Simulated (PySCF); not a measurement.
# Mayer bond orders and bond lengths

C₅H₅F₃Si.
SMILES with atom numbers: `[CH:1]#[C:2]/[C:3](=[CH:4]/[SiH3:5])[C:6]([F:7])([F:8])[F:9]` (hydrogens: H10 on C1; H11 on C4; H12, H13, H14 on Si5)

Structure used (GFN2-xTB), in Å, numbered top down from 1:
```
atom  x, y, z in Å
C1     2.9465   -1.1979    0.0689
C2     1.8422   -0.7288    0.0233
C3     0.5462   -0.1621   -0.0449
C4    -0.4811   -0.5750    0.7014
Si5   -2.2562    0.0806    0.7209
C6     0.4625    0.9552   -1.0511
F7    -0.7535    1.5162   -1.1442
F8     0.7759    0.5400   -2.2919
F9     1.3138    1.9568   -0.7641
H10    3.9078   -1.6151    0.1166
H11   -0.2551   -1.3899    1.3780
H12   -2.8611   -0.1204   -0.5924
H13   -2.2505    1.4811    1.1331
H14   -2.9383   -0.7409    1.7243
```

Bond orders from the PBE0/pcSseg-1 density (PySCF). Isolated species at its GFN2-xTB geometry, gas phase.

Q: Where do the orders between heavy atoms depart from those drawn in the SMILES?

A: The largest departure is 0.653, at C1–C2 (drawn triple, 2.347). Drawn single, order below 0.88: C4–Si5 (0.854). Drawn double or triple, more than 0.30 short of the drawn order: C1–C2 (2.347).

Q: Give the Mayer order of every bond, beside its length.

A: 
```csv
bond,drawn as,length (Å),Mayer order
C1–C2,triple,1.201,2.347
C2–C3,single,1.416,0.935
C3–C4,double,1.335,1.875
C4–Si5,single,1.892,0.854
C3–C6,single,1.506,1.025
C6–F7,single,1.342,0.951
C6–F8,single,1.345,1.003
C6–F9,single,1.345,1.003
C1–H10,single,1.049,1.142
C4–H11,single,1.083,0.925
Si5–H12,single,1.460,0.947
Si5–H13,single,1.460,0.947
Si5–H14,single,1.465,0.930
```

By pair of heavy elements: C–C: lowest C2–C3 (0.935, 1.416 Å), highest C1–C2 (2.347, 1.201 Å); in 1 of the 6 pairs the longer bond (by over 0.003 Å) has the higher order (by 0.02 or more). C–F: lowest C6–F7 (0.951, 1.342 Å), highest C6–F8 and C6–F9 (1.003, 1.345 Å); in 1 of the 3 pairs the longer bond (by over 0.003 Å) has the higher order (by 0.02 or more). Bonds named together lie within 0.004.

Q: Sum the orders of all bonds at each heavy atom with more than one neighbour and set the sums beside the valence in the SMILES.

A: C1 3.489 (drawn 4), C2 3.282 (drawn 4), C3 3.835 (drawn 4), C4 3.654 (drawn 4), Si5 3.678 (drawn 4), C6 3.982 (drawn 4). Orders between atoms that aren't bonded are not in these sums.

Mayer orders depend on the basis set.

These values come from a run that also computed NMR shieldings. Time: 83 s wall; peak memory 0.96 GiB. Hardware: an Intel Xeon at 2.50 GHz with one thread, no GPU, shared host with 64 logical CPUs at a one-minute load of 63.
